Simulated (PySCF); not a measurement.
# Mass spectrum arithmetic for `CC[Si@@H](C#N)[AsH][SiH3]`

Species: `CC[Si@@H](C#N)[AsH][SiH3]`.

Calculated from tabulated atomic weights, isotope masses and abundances; no fragmentation.

Problem. What are the average molar mass and the monoisotopic mass?

Solution. For C3H10AsNSi2, with standard atomic weights, 3 × 12.011 + 2 × 28.085 + 1 × 14.007 + 1 × 74.922 + 10 × 1.008 = 191.212 g/mol. From the most abundant isotopes (12C, 28Si, 14N, 75As, 1H), 3 × 12.000000 + 2 × 27.976927 + 1 × 14.003074 + 1 × 74.921597 + 10 × 1.007825 = 190.9568 u.

Problem. Work out the cluster of the molecular ion M+•, one line a nominal mass.

Solution. 
```tsv
nominal mass	m/z (centroid)	relative intensity
191	190.9562	100.0
192	191.9567	13.9
193	192.9535	7.4
194	193.9541	0.6
195	194.9507	0.1
```

Lines under 0.1 % of the tallest are left out. One electron mass, 0.00055 u, is taken off. Abundances used (%; other tables differ somewhat): 12C 98.93, 13C 1.07; 28Si 92.2297, 29Si 4.6832, 30Si 3.0872; 14N 99.632, 15N 0.368; 1H 99.9885, 2H 0.0115.

Problem. What share of all molecules is the monoisotopic species?

Solution. 0.9893^3 × 0.922297^2 × 0.99632 × 1 × 0.999885^10 = 81.96 %.

Problem. Elemental analysis, calculated?

Solution. C 18.84 %, Si 29.38 %, N 7.33 %, As 39.18 %, H 5.27 %.

Problem. Count the protons, neutrons and electrons of the monoisotopic species, and give its exact less its nominal mass.

Solution. 96 protons, 95 neutrons and 96 electrons; 190.9568 − 191 = -0.0432 u.

Problem. Which m/z would the protonated, sodiated and deprotonated molecule have?

Solution. [M+H]+ 191.9641, [M+Na]+ 213.9460, [M−H]− 189.9495, for the monoisotopic species (arithmetic only; whether such ions form is another matter).

Problem. Resolve the fine structure: one atom at a time replaced by a minor isotope.

Solution. Intensity in % of the monoisotopic species:

```tsv
isotope	mass shift (u)	m/z	intensity (%)
15N	+0.99703	191.9533	0.37
29Si	+0.99957	191.9558	10.16
13C	+1.00335	191.9596	3.24
2H	+1.00628	191.9625	0.12
30Si	+1.99684	192.9531	6.69
```

Species under 0.02 % are left out.
